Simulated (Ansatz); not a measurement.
# Cost against result

Saddle point of AlSiH$_{6}$O$_{2}$F$_{2}$, doublet (AlSiH₃OF ([F][Al][O][SiH3]) + H₂O + HF → AlHOF ([OH][Al][F]) + SiH₄O ([OH][SiH3]) + HF; bonds formed: O2–H7, H5–F8; bonds broken: H5–O6, H7–F8), PBE0-D4/def2-TZVP structure:

```xyz
12
angstrom
Al -1.0362 1.0800 0.5954
O -0.0725 -0.4675 0.2343
Si -0.5331 -1.8512 -0.5977
F -1.9430 1.3178 -0.7799
H 1.4037 1.4270 0.5185
O 0.4905 2.1131 0.5745
H 1.0049 -0.2073 0.3046
F 2.0738 0.4336 0.4125
H -0.2484 -1.6885 -2.0405
H 0.2441 -2.9830 -0.0429
H -1.9817 -2.0265 -0.3541
H 0.5975 2.8526 1.1753
```

Barriers are electronic and count from the start structure reached by relaxing down the imaginary mode. Spin–orbit coupling is left out.

Program: Ansatz 0.2.0. Basis: as named in each row. Cores are frozen in the correlated methods; orbitals are unrestricted. B3LYP uses VWN-RPA correlation. Extrapolation: Hartree–Fock as exp(−7.88 √X), correlation as X^−2.97.

Times are rough, for one single point on 5 threads of a shared host (AMD EPYC 7R13), with one NVIDIA H100 (or a share of it) where marked.

The estimate by CCSD(T) at an estimated basis limit (MP2 extrapolated from triple and quadruple zeta, plus CCSD(T) − MP2 in triple zeta) is 0.209 eV.

```json
{"method": "HF", "basis": "STO-3G", "time (s)": "under 1", "barrier (eV)": "-0.397", "method less estimate": "-0.606"}
{"method": "PBE-D4", "basis": "STO-3G", "time (s)": "under 1", "barrier (eV)": "-0.998", "method less estimate": "-1.207"}
{"method": "SPW92", "basis": "def2-SVP", "time (s)": "under 1", "barrier (eV)": "-0.122", "method less estimate": "-0.331"}
{"method": "B3LYP-D4", "basis": "6-31G", "time (s)": "1", "barrier (eV)": "-0.139", "method less estimate": "-0.348"}
{"method": "PBE-D4", "basis": "def2-SVP", "time (s)": "2", "barrier (eV)": "0.031", "method less estimate": "-0.178"}
{"method": "PBE0-D4", "basis": "def2-SVP", "time (s)": "2", "barrier (eV)": "0.098", "method less estimate": "-0.111"}
{"method": "SPW92", "basis": "def2-TZVPP", "time (s)": "5", "barrier (eV)": "-0.079", "method less estimate": "-0.288"}
{"method": "wB97M-V", "basis": "def2-SVP", "time (s)": "7", "barrier (eV)": "0.147", "method less estimate": "-0.062"}
{"method": "PBE-D4", "basis": "def2-TZVPP", "time (s)": "7", "barrier (eV)": "0.070", "method less estimate": "-0.139"}
{"method": "BLYP-D4", "basis": "def2-TZVPP", "time (s)": "7", "barrier (eV)": "0.110", "method less estimate": "-0.100"}
{"method": "MP2", "basis": "def2-QZVPP", "time (s)": "10 (H100)", "barrier (eV)": "0.181", "method less estimate": "-0.028"}
{"method": "r2SCAN-D4", "basis": "def2-TZVPP", "time (s)": "10", "barrier (eV)": "0.098", "method less estimate": "-0.111"}
{"method": "BHLYP-D4", "basis": "def2-TZVPP", "time (s)": "10", "barrier (eV)": "0.216", "method less estimate": "0.007"}
{"method": "CAM-B3LYP-D4", "basis": "def2-TZVPP", "time (s)": "10", "barrier (eV)": "0.131", "method less estimate": "-0.079"}
{"method": "CCSD(T)", "basis": "def2-SVP", "time (s)": "11 (H100)", "barrier (eV)": "0.229", "method less estimate": "0.019"}
{"method": "PBE0-D4", "basis": "def2-TZVPP", "time (s)": "11", "barrier (eV)": "0.128", "method less estimate": "-0.081"}
{"method": "B3LYP-D4", "basis": "def2-TZVPP", "time (s)": "11", "barrier (eV)": "0.147", "method less estimate": "-0.062"}
{"method": "RPA on PBE", "basis": "def2-TZVPP", "time (s)": "11", "barrier (eV)": "0.177", "method less estimate": "-0.032"}
{"method": "r2SCAN0-D4", "basis": "def2-TZVPP", "time (s)": "13", "barrier (eV)": "0.141", "method less estimate": "-0.068"}
{"method": "B2PLYP", "basis": "def2-TZVPP", "time (s)": "13", "barrier (eV)": "0.175", "method less estimate": "-0.034"}
{"method": "B97M-V", "basis": "def2-TZVPP", "time (s)": "15", "barrier (eV)": "0.240", "method less estimate": "0.031"}
{"method": "PBE-QIDH", "basis": "def2-TZVPP", "time (s)": "15", "barrier (eV)": "0.172", "method less estimate": "-0.037"}
{"method": "wB97X-V", "basis": "def2-TZVPP", "time (s)": "16", "barrier (eV)": "0.160", "method less estimate": "-0.049"}
{"method": "wB97M-V", "basis": "def2-TZVPP", "time (s)": "17", "barrier (eV)": "0.181", "method less estimate": "-0.028"}
{"method": "CCSD(T)", "basis": "def2-TZVPP", "time (s)": "23 (H100)", "barrier (eV)": "0.200", "method less estimate": "-0.009"}
```

All methods are single points on the PBE0-D4 structures; a negative value means that the method puts the saddle structure below the start.

T1 diagnostic: at most 0.013. ⟨S²⟩ of the unrestricted Hartree–Fock references: 0.75 (a pure state has 0.75).

Labels in which every atom is bracketed show which atoms are joined, not bond orders.
